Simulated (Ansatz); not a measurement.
`[OH][Mg][Br]` and `[Cl][Mg][Br]` differ in one atom or group.

Ansatz, PBE0-D4/def2-TZVP geometries, multiplicity 1. Each molecule was computed in one conformer, which needn't be the lowest.

Scalar relativity is left out up to krypton.

```tsv
property	`[OH][Mg][Br]`
HOMO energy (ωB97M-V/def2-TZVPP) / eV	-10.44
HOMO energy (B3LYP/def2-TZVPP) / eV	-7.95
HOMO–LUMO gap (ωB97M-V/def2-TZVPP) / eV	10.34
size of the dipole moment (B3LYP/def2-TZVPP) / D	1.92
HOMO–LUMO gap (PBE/def2-TZVPP) / eV	4.51
LUMO energy (PBE0/def2-TZVPP) / eV	-1.44
```

Q: What does the change do to each property? (Best estimate.)

A: The calculation gave: 
| property | `[Cl][Mg][Br]` | shift |
| --- | --- | --- |
| HOMO energy (ωB97M-V/def2-TZVPP) / eV | -10.76 | -0.32 |
| HOMO energy (B3LYP/def2-TZVPP) / eV | -8.27 | -0.32 |
| HOMO–LUMO gap (ωB97M-V/def2-TZVPP) / eV | 10.35 | 0.01 |
| size of the dipole moment (B3LYP/def2-TZVPP) / D | 0.16 | -1.76 |
| HOMO–LUMO gap (PBE/def2-TZVPP) / eV | 4.74 | 0.23 |
| LUMO energy (PBE0/def2-TZVPP) / eV | -1.82 | -0.38 |

With PBE0 the HOMO falls by 0.33 eV and the LUMO falls by 0.38 eV, so the gap narrows by about 0.05 eV. PBE moves the HOMO by -0.59 eV and ωB97M-V by -0.32 eV. Dipoles are sizes alone; their direction can turn.

B3LYP here is the variant with VWN-RPA as its local correlation; programs differ in this.

Spin–orbit coupling is left out; it splits and shifts lone-pair levels of the heavy atoms by tenths of an eV.
